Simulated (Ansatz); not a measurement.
Geometry optimisation, RKS PBE-D4/def2-SVP (Ansatz).

input.yaml

```yaml
crystal:
  periodic: [false, false, false]
  atoms:
    - { symbol: Si, position_ang: [-1.0059, 1.2625, 1.1489] }
    - { symbol: C, position_ang: [-0.1281, 0.9819, -0.4218] }
    - { symbol: Si, position_ang: [0.8599, -0.4824, -0.1041] }
    - { symbol: C, position_ang: [0.6225, -2.0495, -0.9797] }
    - { symbol: O, position_ang: [1.5507, -1.1682, -1.4628] }
    - { symbol: H, position_ang: [-0.1359, 1.62, 2.2634] }
    - { symbol: H, position_ang: [-1.9203, 2.4804, 0.959] }
    - { symbol: H, position_ang: [-1.8618, 0.1589, 1.4941] }
    - { symbol: H, position_ang: [-0.8145, 0.8357, -1.209] }
    - { symbol: H, position_ang: [0.4928, 1.8509, -0.6656] }
    - { symbol: H, position_ang: [1.9006, -0.4657, 1.0089] }
    - { symbol: H, position_ang: [-0.3599, -2.1152, -1.5102] }
    - { symbol: H, position_ang: [0.8206, -2.9441, -0.5061] }
basis:
  gaussian: { orbitals: def2-SVP }
hamiltonian:
  xc: pbe
  dispersion: d4
relax:
  f_tol: 0.02
  max_steps: 50
```

Launched with:

```bash
$ ansatz run input.yaml --threads 2 --pin off --max-ram 3072MiB --backend cpu --events-out ev --progress --plain --runs-dir out
```

Question: Where does it end, and by what steps?

Answer: The run converged. After 15 steps the energy has fallen by 0.838 eV; H11 moved furthest, 0.58 Å.

| step | energy less start (eV) | largest force component (eV/Å) | accepted |
| --- | --- | --- | --- |
| 0 | 0.0000 | 3.697 | yes |
| 1 | -0.6835 | 2.014 | yes |
| 2 | -0.8133 | 0.626 | yes |
| 3 | -0.8270 | 0.169 | yes |
| 4 | -0.8268 | 0.131 | no |
| 5 | -0.8309 | 0.065 | yes |
| 6 | -0.8320 | 0.030 | yes |
| 7 | -0.8333 | 0.070 | yes |
| 8 | -0.8343 | 0.084 | yes |
| 9 | -0.8355 | 0.060 | yes |
| 10 | -0.8366 | 0.049 | yes |
| 11 | -0.8371 | 0.052 | yes |
| 12 | -0.8374 | 0.059 | yes |
| 13 | -0.8375 | 0.052 | yes |
| 14 | -0.8376 | 0.036 | yes |
| 15 | -0.8377 | 0.018 | yes |

```xyz
13
Properties=species:S:1:pos:R:3
Si -1.169 1.285 1.133
C -0.014 1.081 -0.360
Si 1.086 -0.430 -0.270
C 0.504 -2.096 -0.766
O 1.336 -1.320 -1.712
H -0.373 1.255 2.411
H -1.906 2.595 1.061
H -2.167 0.161 1.166
H -0.628 0.997 -1.282
H 0.615 1.992 -0.459
H 2.280 -0.267 0.617
H -0.533 -2.265 -1.122
H 0.989 -3.025 -0.403
```

The run took 40 s on 2 threads of Arm Neoverse V1 (shared host), peak memory 0.16 GiB.
